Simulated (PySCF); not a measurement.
An unknown gives this computed stick spectrum. Level of theory: TDDFT PBE0/def2-SVPD, vertical, gas phase, core orbitals frozen in the response in PySCF. Geometries: GFN2-xTB, one conformer each.

```json
{"state": "S1", "E (eV)": "6.03", "f": "0.059", "main configurations (H = HOMO, L = LUMO)": "H→L (54%), H→L+1 (39%)"}
{"state": "S2", "E (eV)": "6.18", "f": "0.055", "main configurations (H = HOMO, L = LUMO)": "H→L+1 (60%), H→L (34%)"}
{"state": "S3", "E (eV)": "6.65", "f": "0.034", "main configurations (H = HOMO, L = LUMO)": "H→L+2 (89%)"}
{"state": "S4", "E (eV)": "6.87", "f": "0.017", "main configurations (H = HOMO, L = LUMO)": "H→L+3 (94%)"}
{"state": "S5", "E (eV)": "7.22", "f": "0.0043", "main configurations (H = HOMO, L = LUMO)": "H→L+4 (98%)"}
{"state": "S6", "E (eV)": "7.42", "f": "0.0014", "main configurations (H = HOMO, L = LUMO)": "H→L+5 (91%)"}
```

Triplets computed (Tamm–Dancoff): 4.06, 5.97 eV.

Problem. Which structure fits? All have the formula C5H5NO.
A. `N#C[C@@H]1C=COC1`
B. `O=Cn1cccc1`
C. `N#CC/C=C/C=O`

Solution. A. Its S1, at 6.03 eV, is the highest among the candidates; the nearest of the others has S1 at 4.65 eV. S1 is HOMO→LUMO (54%), HOMO→LUMO+1 (39%). Löwdin shares by element: HOMO carbon 57% or more, oxygen 28%; LUMO carbon 52% or more, oxygen 9%, nitrogen 8% (atoms not listed hold the other 31%). At the same level the other candidates give, for their lowest levels:
- `O=Cn1cccc1`: 4.65 eV (f 0.015); 4.98 eV (f 0.001); 5.82 eV (f 0.267); 6.58 eV (f 0.003); 7.09 eV (f 0.169); T1 3.45 eV; HOMO -6.92, LUMO -1.32 eV
- `N#CC/C=C/C=O`: 3.62 eV (f 0.000); 6.21 eV (f 0.530); 6.60 eV (f 0.011); 6.72 eV (f 0.022); 6.78 eV (f 0.006); T1 3.06 eV; HOMO -7.96, LUMO -2.35 eV
